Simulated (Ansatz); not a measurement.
Basis-set extrapolation for `C[Si]1([AlH2])BC1` (PBE0-D4/def2-TZVP geometry, frozen core, the Gaussian-basis code of Ansatz). Multiplicity 1, RHF reference.

|  | def2-TZVPP | def2-QZVPP |
| --- | --- | --- |
| HF | -635.901937 | -635.922345 |
| MP2 correlation | -0.654003 | -0.696400 |
| CCSD(T) correlation | -0.745802 | not run |

Energies in hartree. Use E(X) = E(∞) + A·exp(−7.88·√X) for Hartree–Fock and E(X) = E(∞) + B·X^(−2.97) for correlation, with X = 3 and 4, and add CCSD(T) minus MP2 of the smaller set to the MP2 limit.

Task: What is the CCSD(T) energy at the basis-set limit?

Result: HF limit: -635.922345 + (-0.020408) × 0.13774 = -635.92516. MP2 limit: -0.696400 + (-0.042397) × 0.74074 = -0.72781. Higher-order term: -0.745802 − (-0.654003) = -0.09180. Total: -636.74477 hartree, 2.64 eV below CCSD(T)/def2-TZVPP.
